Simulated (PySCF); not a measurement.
AlH2, SMILES [AlH2+], charge +1. Geometry: B3LYP-D3(BJ)/def2-TZVPD. The spin state was assumed, not searched. The isomer is the one that the SMILES or the coordinates give; other isomers of the formula were not compared.

TDA-PBE0/def2-TZVPD (PySCF) puts the lowest singlet excitations at 6.38, 6.38, 9.48, 9.54, 9.54, 10.66 eV.

Task: What are the lowest excitation roots from ADC(3)/aug-cc-pVDZ (PySCF)? (The exact figures need the calculation; the answer reports its results.)

Result: 6.26, 6.26, 9.16, 9.62, 9.76, 9.76 eV. S1 differs by -0.13 eV (second minus first; roots are paired by order, and the bases may differ).
